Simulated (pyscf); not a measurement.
`[CH-]1[CH2][CH2]1` → `[CH2]=[CH][CH2-]`, a ring opening (singlet surface; C–C broken, none formed). PySCF, gas phase, ωB97X-D3(BJ)/def2-SVPD geometries. MP2 and CC: frozen core, UHF for open shells. ΔMP2 is the change of the MP2 total energy from the triple- to the quadruple-zeta basis. Energies in kJ/mol from the reactant's lowest minimum found.

Small-basis levels: PySCF, no dispersion term, spherical d functions. AM1 to PM7: differences of heats of formation from MOPAC. Cost: rough CPU time at the saddle relative to B3LYP/6-31G*, from one job on a shared machine.

```csv
level,barrier,reaction energy,cost
HF/STO-3G,293.6,-35.7,0.06
HF/3-21G,159.1,-159.0,0.07
HF/6-31G*,186.9,-113.9,0.08
SVWN5/6-31G*,106.1,-118.2,0.7
PBE/6-31G*,106.8,-121.0,1
B3LYP/STO-3G,156.4,-118.2,0.5
B3LYP/3-21G,92.3,-169.5,0.7
B3LYP/LANL2DZ,88.8,-186.2,0.9
B3LYP/6-311+G**,109.7,-147.3,1
B3LYP/def2-SVP,117.1,-135.7,1.0
AM1,82.9,-180.0,under 0.02
PM6,75.4,-184.8,under 0.02
CCSD(T)/def2-TZVPPD + ΔMP2(QZVPPD),125.3,-122.5,–
```

Against the last row the barrier runs from -49.9 (PM6) to +168.3 kJ/mol (HF/STO-3G); B3LYP/def2-SVP happens to lie closest here (8.1 kJ/mol apart). CCSD(T)/def2-TZVPPD + ΔMP2(QZVPPD) has limits of its own. This is the saddle that the search found; another between the same sides may lie lower. The CCSD(T) − MP2 part came from Ansatz, without density fitting, on the same reference.
